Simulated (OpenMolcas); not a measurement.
## Cu6+, Ag6+, Au6+: d⁵ down the group

- Program: OpenMolcas 26.06
- Method: SS-CASPT2, IPEA 0.25 Eh, imaginary shift 0.1 Eh
- Basis: ANO-R2
- Scalar Hamiltonian: X2C, finite nucleus
- Spin-orbit coupling: RASSI with atomic mean-field integrals over the reference wave functions, term energies averaged over their components

Active space for each ion: 5 electrons in 5 orbitals (d); closed shells correlated by CASPT2: Cu6+ 3s 3p; Ag6+ 4s 4p; Au6+ 5s 5p.

Computed levels in cm-1 above ⁶S_5/2:

```
                               Level   Cu6+   Ag6+   Au6+
                              ⁴G_7/2  48330  31970  27840
                             ⁴G_11/2  48370  32240  29940
                              ⁴G_9/2  48400  32430  31530
                              ⁴P_1/2  53640  36330  33580
                              ⁴D_7/2  57720  38090  38330
                              ⁴D_1/2  58080  40200  44800
                             ²I_11/2  70600  46720  45090
                             ²I_13/2  70900  48120  50050
                           ²F_7/2(1)  77980  55570  64860
weight of ⁶S in the lowest level (%)    100     98     77
```

Mixed levels, with the weight of the term that names them: Ag6+ ⁴P_1/2 (65 %), Ag6+ ⁴D_1/2 (66 %), Ag6+ ²F_7/2(1) (55 %), Au6+ ⁴G_7/2 (56 %), Au6+ ⁴G_11/2 (72 %), Au6+ ⁴P_1/2 (59 %), Au6+ ⁴D_7/2 (54 %), Au6+ ⁴D_1/2 (67 %), Au6+ ²I_11/2 (69 %), Au6+ ²F_7/2(1) (57 %).

Measured, with the error of the calculation in %. Measured levels: Cu6+, Ag6+ from the list in Gamrath, thesis, University of Mons (2023).

| Level | Cu6+ | Ag6+ |
| --- | --- | --- |
| ⁴G_7/2 |  | 30378 (+5.3) |
| ⁴G_11/2 |  | 30662 (+5.1) |
| ⁴G_9/2 |  | 30907 (+4.9) |
| ⁴P_1/2 | 51407 (+4.3) | 34605 (+5.0) |
| ⁴D_7/2 | 55742 (+3.5) | 36485 (+4.4) |
| ⁴D_1/2 | 56210 (+3.3) | 38685 (+3.9) |
| ²I_11/2 | 67757 (+4.2) | 44011 (+6.1) |
| ²I_13/2 | 67918 (+4.4) | 45546 (+5.7) |
| ²F_7/2(1) | 74408 (+4.8) | 53353 (+4.2) |

Without spin-orbit coupling ⁴G lies 48350, 32140, 28890 cm-1 above ⁶S in that order; the difference to the level ⁴G_7/2, of either sign, comes from spin-orbit coupling, which also lowers the zero.

CASPT2 breaks the degeneracy within a term, and the mean is taken; among the terms shown or strongly mixed into the levels shown the widest spread is 230 cm-1 (4d⁵ ⁴F, Ag6+). Computed and measured levels are paired by configuration, term and J; levels that our copy of the source lacks, or whose pairing is in doubt (as where it misses far off the trend of its configuration), stay unpaired and out of the deviations. Only configurations of the active space appear.

A number in round brackets counts repeated terms of one configuration in the order of the reference energies.
